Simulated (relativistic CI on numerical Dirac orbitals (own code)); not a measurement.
## Mo5+ (4d) in a crystal field

Calculated by Dirac-Coulomb-Breit CI, orbitals from a KLI potential per configuration, model QED (radiative potential, 1s self-energy scaled to tabulated hydrogen-like ionisation energies), valence Slater integrals scaled by 0.65, one configuration in a parametric crystal field (own radial code).

Field parameters in Wybourne normalisation: Td as Oh with Dq negative (B⁴₀ = 21Dq, B⁴₄ = √(5/14) B⁴₀). The field is a parameter set, without covalency.

S is read from ⟨S²⟩ = S(S + 1).

Levels (cm⁻¹, degeneracy): 0 (4), 9663 (4), 10983 (2).

(1) Which field gives this pattern?
A. Td, 10Dq = -6800 cm⁻¹
B. Td, 10Dq = -9850 cm⁻¹
C. Td, 10Dq = -3800 cm⁻¹
D. Td, 10Dq = -15900 cm⁻¹

Answers

(1) B. Td, 10Dq = -9850 cm⁻¹, ground level with S = 0.50.
